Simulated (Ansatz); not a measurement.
Cartesian coordinates in Å:
```
F 0.9971 -1.3432 -1.0554
C 1.0291 0.0235 -0.9169
O -0.2192 0.5011 -0.5909
Si -1.1131 0.0882 0.7239
Cl 0.0264 0.2686 2.4211
H 1.3190 0.4515 -1.8786
H 1.7611 0.2524 -0.1354
H -2.2145 1.0663 0.7726
H -1.5859 -1.3084 0.6596
```

Charge 0, multiplicity 1.

Q: List the PBE0/def2-TZVPP orbital energies in eV (Ansatz 0.2.0). (Estimate.)

A: Computed: Occupied: -2767.55, -1804.23, -674.07, -523.59, -281.95, -259.41, -197.68, -197.56, -197.55, -146.40, -101.12, -101.05, -101.01, -34.10, -29.48, -23.33, -19.87, -16.21, -14.95, -14.91, -13.92, -11.81, -11.66, -11.31, -10.78, -9.98, -9.67, -9.20, -9.03. Lowest empty: 0.37, 0.61, 1.54, 2.03, 2.24, 2.82, 3.15, 3.53.
